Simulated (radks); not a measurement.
Effect of the nuclear size on neutral potassium, [Ar] 4s1. Method: Dirac Kohn-Sham, exchange-only LDA, spin-unpolarised, spherical densities, finite nucleus; Fermi nuclear charge, rms radius 3.4349 fm; computed with a radial shooting solver on a logarithmic mesh with Libxc functionals. The rms radius is varied about that value; shifts are against it.

| rms radius (fm) | total energy shift (eV) | density at nucleus (e/bohr^3) | 1s1/2 shift (meV) | 2s1/2 shift (meV) |
|---|---|---|---|---|
| 2.8956 | -0.00678 | 5173 | -2.86 | -0.220 |
| 3.325 | -0.00147 | 5157 | -0.622 | -0.048 |
| 3.4349 | 0 | 5153 | 0.000 | 0.000 |
| 3.7337 | 0.00424 | 5143 | 1.79 | 0.138 |
| 3.9261 | 0.00716 | 5137 | 3.02 | 0.232 |

Slopes of the eigenvalues against <r^2> in GHz/fm^2, as finite differences over the two radii next to the reference (eigenvalue slopes, not the field-shift constants of lines): 1s1/2 202, 2s1/2 15.6.
